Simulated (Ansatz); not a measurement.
An input meant for the cluster ZnCu₃ (charge 0, doublet; atoms displaced at random, 0.15 Å in each coordinate).

```yaml
crystal:
  periodic: [false, false, false]
  atoms:
    - {symbol: Cu, position_ang: [-0.863786, 0.072491, 0.280195]}
    - {symbol: Cu, position_ang: [0.760494, -0.063855, -0.300441]}
    - {symbol: Cu, position_ang: [-0.055876, -1.228893, 0.745638]}
    - {symbol: Zn, position_ang: [-0.039781, 0.936960, -0.836114]}
basis:
  gaussian: {orbitals: def2-TZVPD, final_grid: {core_spheres: 5, valence_spheres: 4, degree: 11}}
magnetization: {spin_polarized: true, initial_magnetization: 1}
hamiltonian: {xc: {name: PBE0}, dispersion: d3bjatm}
output: {forces: true}
```

```sh
$ ansatz run in.yaml --threads 4 --pin off --events-out ev --progress --plain --max-ram 8704MiB
```

It prints (some lines left out):

```
Functional definition: PBE0
1854 factors; integrals over basis functions are off by at most 2.6e-4 eV
mean field evaluation 1: about -182268.7977 eV, gradient 8.4e1 eV
mean field evaluation 2: about -180912.1378 eV, gradient 6.8e2 eV
mean field evaluation 4: about -182262.9671 eV, gradient 1.1e2 eV
mean field evaluation 8: about -182282.4236 eV, gradient 1.4e0 eV
mean field evaluation 16: about -182282.8240 eV, gradient 7.5e-3 eV
mean field evaluation 32: about -182282.8240 eV, gradient 5.2e-5 eV
mean field -182282.82402947 eV, -6698.7702273472 hartree, gradient 1.8e-5 eV, S^2 0.758146; 6 other end points of the search recorded, 0 dependent functions left out
reference -182282.82406276 eV, -6698.7702285706 hartree; 59, 58 occupied and 136, 137 virtual orbitals, 1854 factors
Total energy: -182282.98378670 eV, -6698.7760983170 hartree
Atom 0 at    -0.863786     0.072491     0.280195 Å, force   -41.370238    11.302350    13.649134 eV/Å
Atom 1 at     0.760494    -0.063855    -0.300441 Å, force    62.674925   -44.230851    14.354110 eV/Å
Atom 2 at    -0.055876    -1.228893     0.745638 Å, force     7.949024   -32.986324    17.123729 eV/Å
Atom 3 at    -0.039781     0.936960    -0.836114 Å, force   -29.253711    65.914825   -45.126972 eV/Å
Dipole moment:    -0.042171    -0.083791     0.060380 e Å
```

Something in this input is off. What?

The geometry is squeezed to about two thirds of its size. The run converged. The result belongs to that input, not to the species as meant.
